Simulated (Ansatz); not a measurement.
Energy needed to pull apart HI (SMILES I), closed shell, into free ground-state atoms, from the structure below (displaced at random from a GFN2-xTB minimum); no zero-point or spin–orbit terms; open-shell atoms are treated unrestricted, in their ground-state multiplicity.

| atom | x (Å) | y (Å) | z (Å) |
| --- | --- | --- | --- |
| I1 | -0.6240 | 0.3671 | -0.4174 |
| H2 | 0.3437 | -0.2602 | 0.5900 |

Computed with Ansatz 0.2.0 (basis: def2-TZVPP); correlated methods freeze the cores. Filled d shells of the heavier atoms are correlated. Core potentials replace the inner electrons of the atoms past krypton. The def2 sets are not built for correlating such inner shells, so the correlated values are less sure here. B3LYP uses VWN-RPA correlation.

```json
{"method": "PBE-D4", "atomization energy (eV)": "?"}
{"method": "r2SCAN-D4", "atomization energy (eV)": "3.35"}
{"method": "PBE0-D4", "atomization energy (eV)": "3.31"}
{"method": "B3LYP-D4", "atomization energy (eV)": "?"}
{"method": "wB97X-V", "atomization energy (eV)": "3.35"}
{"method": "wB97M-V", "atomization energy (eV)": "3.32"}
{"method": "HF", "atomization energy (eV)": "2.24"}
{"method": "MP2", "atomization energy (eV)": "3.35"}
{"method": "CCSD", "atomization energy (eV)": "3.31"}
{"method": "CCSD(T)", "atomization energy (eV)": "3.37"}
```

Q: What does B3LYP-D4 give? (An estimate is asked for; the value comes from the calculation.)

A: By the calculation: 3.34 eV, which is about 0.03 eV less than CCSD(T)/def2-TZVPP.

Q: What does PBE-D4 give? (An estimate is asked for; the value comes from the calculation.)

A: By the calculation: 3.36 eV, which is about 0.02 eV less than CCSD(T)/def2-TZVPP.

In triple zeta the MP2 and coupled-cluster atomization energies are still short of their basis limit by a few kcal/mol a bond, whereas those of the functionals are nearly converged, so these differences are not deviations from converged CCSD(T).

No T1 diagnostic of these runs exceeds 0.007.

For scale, one of the runs: CCSD(T)/def2-TZVPP forces, 64 basis functions (an equivalent command: `ansatz run in.yaml --threads 4`). Hardware: 4 CPU threads, shared host. Wall time about 2.9 s.
